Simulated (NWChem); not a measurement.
System: sulfur trioxide (SO3); SMILES O=S(=O)=O

Input file for NWChem:

```
start job
memory heap 200 mb stack 900 mb global 1100 mb
geometry units angstroms noautosym nocenter noautoz
  O     -1.019236    -1.019236     0.000000
  S      0.000000     0.000000     0.000000
  O     -0.373066     1.392302     0.000000
  O      1.392302    -0.373066     0.000000
end
basis spherical
  * library cc-pvtz
end
dft
  xc xcamb88 1.00 lyp 0.81 vwn_5 0.19 hfexch 1.00
  cam 0.33 cam_alpha 0.19 cam_beta 0.46
  iterations 150
end
property
  efieldgrad
end
task dft property
```

Output (shortened):

```
             Northwest Computational Chemistry Package (NWChem) 7.3.0
             --------------------------------------------------------

                             Geometry "geometry" -> ""
                             -------------------------

 Output coordinates in angstroms (scale by  1.889725989 to convert to a.u.)

  No.       Tag          Charge          X              Y              Z
 ---- ---------------- ---------- -------------- -------------- --------------
    1 O                    8.0000    -1.01923600    -1.01923600     0.00000000
    2 S                   16.0000     0.00000000     0.00000000     0.00000000
    3 O                    8.0000    -0.37306600     1.39230200     0.00000000
    4 O                    8.0000     1.39230200    -0.37306600     0.00000000

 Effective nuclear repulsion energy (a.u.)     181.6712275646

                              NWChem Property Module
                              ----------------------

  itol2e modified to match energy
  convergence criterion.

                                 NWChem DFT Module
                                 -----------------

 Summary of "ao basis" -> "ao basis" (spherical)
 ------------------------------------------------------------------------------
       Tag                 Description            Shells   Functions and Types
 ---------------- ------------------------------  ------  ---------------------
 O                          cc-pvtz                 10       30   4s3p2d1f
 S                          cc-pvtz                 12       34   5s4p2d1f

  itol2e modified to match energy
  convergence criterion.

            General Information
            -------------------
          SCF calculation type: DFT
          Wavefunction type:  closed shell.
          No. of atoms     :     4
          No. of electrons :    40
           Alpha electrons :    20
            Beta electrons :    20
          Charge           :     0
          Spin multiplicity:     1
          Use of symmetry is: off; symmetry adaption is: off
          Maximum number of iterations: 150
          AO basis - number of functions:   124
                     number of shells:    42
          Convergence on energy requested:  1.00D-07
          Convergence on density requested:  1.00D-05
          Convergence on gradient requested:  5.00D-04

[...]

          -----------------------
          Electric field gradient
          -----------------------

 1 a.u. = 0.324123 10**(16) esu/cm**3  ( or statvolts/cm**2 ) = 0.97174 10**(22) v/m**2

 ------------------------------------------------------------
   Atom      X         Y         Z
 ------------------------------------------------------------
    1 O   -1.92608  -1.92608   0.00000
 ------------------------------------------------------------

 Electric field gradient in molecular frame (a.u.)
         XX             YY             ZZ             XY             XZ             YZ
 ------------------------------------------------------------------------------------------
        0.022815       0.022815      -0.045630      -1.388507       0.000000       0.000000

 Principal components (a.u.) and orientation
 of principal axis w.r.t. absolute frame                      Asymmetry parameter eta
 --------------------------------------------------------------------------------------
        1.411322      -1.365693      -0.045630                       0.935338

       -0.707107       0.707107       0.000000
        0.707107       0.707107       0.000000
        0.000000      -0.000000       1.000000

 ------------------------------------------------------------
   Atom      X         Y         Z
 ------------------------------------------------------------
    2 S    0.00000   0.00000   0.00000
 ------------------------------------------------------------

 Electric field gradient in molecular frame (a.u.)
         XX             YY             ZZ             XY             XZ             YZ
 ------------------------------------------------------------------------------------------
        0.428780       0.428780      -0.857560      -0.000000       0.000000      -0.000000

 Principal components (a.u.) and orientation
 of principal axis w.r.t. absolute frame                      Asymmetry parameter eta
 --------------------------------------------------------------------------------------
       -0.857560       0.428780       0.428780                       0.000001

       -0.000000      -0.695712       0.718321
        0.000000       0.718321       0.695712
        1.000000      -0.000000      -0.000000

 ------------------------------------------------------------
   Atom      X         Y         Z
 ------------------------------------------------------------
    3 O   -0.70499   2.63107   0.00000
 ------------------------------------------------------------

 Electric field gradient in molecular frame (a.u.)
         XX             YY             ZZ             XY             XZ             YZ
 ------------------------------------------------------------------------------------------
        1.225298      -1.179666      -0.045632       0.694252      -0.000000      -0.000000

 Principal components (a.u.) and orientation
 of principal axis w.r.t. absolute frame                      Asymmetry parameter eta
 --------------------------------------------------------------------------------------
        1.411322      -1.365690      -0.045632                       0.935335

        0.965926      -0.258819       0.000000
        0.258819       0.965926       0.000000
       -0.000000       0.000000       1.000000

 ------------------------------------------------------------
   Atom      X         Y         Z
 ------------------------------------------------------------
    4 O    2.63107  -0.70499   0.00000
 ------------------------------------------------------------

[...]
```

Level: CAM-B3LYP/cc-pVTZ. Geometry: optimised at PBE0/def2-SVP. NWChem prints the field gradient with the sign opposite to the second derivative of the potential.
